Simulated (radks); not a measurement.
Coulomb parameter of the 4d shell of neutral zirconium in the model configuration [Kr] 4d3 5s1, as a second difference U = [E(n + 0.25) + E(n - 0.25) - 2 E(n)] / (0.25)^2 with all orbitals relaxed. "Bare": the charge of the atom changes with n. "Screened": the 5s shell takes up the change at fixed total charge, which measures U(4d,4d) + U(5s,5s) - 2 U(4d,5s). Method: scalar-relativistic Kohn-Sham, r2SCAN, spin-unpolarised, spherical densities, finite nucleus; meta-GGA in the generalised Kohn-Sham scheme; Fermi nuclear charge, rms radius 4.2694 fm; computed with a radial shooting solver on a logarithmic mesh with Libxc functionals.

| case | configuration | E - E(n) (eV) |
|---|---|---|
| start | [Kr] 4d3 5s1 | 0.000 |
| bare +0.25 | [Kr] 4d3.25 5s1 | -0.370 |
| bare -0.25 | [Kr] 4d2.75 5s1 | 0.756 |
| screened +0.25 | [Kr] 4d3.25 5s0.75 | 0.401 |
| screened -0.25 | [Kr] 4d2.75 5s1.25 | -0.386 |

U(bare) = 6.187 eV, U(screened by 5s) = 0.247 eV, against the Slater integral F0(4d,4d) = 10.054 eV with frozen orbitals. The step up makes a negative ion, whose loosely bound charge lowers the bare value.
